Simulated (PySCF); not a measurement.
# Shapes and spin states of PdH2

Computed with PBE0/[Pd def2-TZVP with ECP28, H def2-TZVP], scalar-relativistic core potentials, density fitting, no spin–orbit coupling, PySCF.

Relaxations began from a few typed shapes and spin states; open shells are unrestricted. The search is not exhaustive: other isomers or separated fragments can lie lower, and high-lying points may rest on an excited occupation.

```tsv
spin	group	bonds	angles	imaginary modes (cm⁻¹)	ΔE (kJ/mol)	ΔE with ZPE (kJ/mol)
singlet	C2v	H–H 0.886 Å, Pd–H 1.653 Å (×2)	H–H–Pd 74.5° (×2), H–Pd–H 31.1°	none	0.0	0.0
singlet	C2v	Pd–H 1.510 Å (×2)	H–Pd–H 66.8°	none	19.3	15.1
triplet	C2v	Pd–H 1.607 Å (×2)	H–Pd–H 134.1°	none	166.8	160.3
singlet	D∞h	Pd–H 1.629 Å (×2)	H–Pd–H 180.0°	none	220.4	221.5
triplet	D∞h	Pd–H 1.658 Å (×2)	H–Pd–H 180.0°	1708i, 1708i	231.8	–
```

The lowest minimum found is the singlet C2v: H–H 0.886 Å, Pd–H 1.653 Å (×2); H–H–Pd 74.5° (×2), H–Pd–H 31.1°.

Starts that fell apart ended at 159 kJ/mol on the same scale (coarser grid).
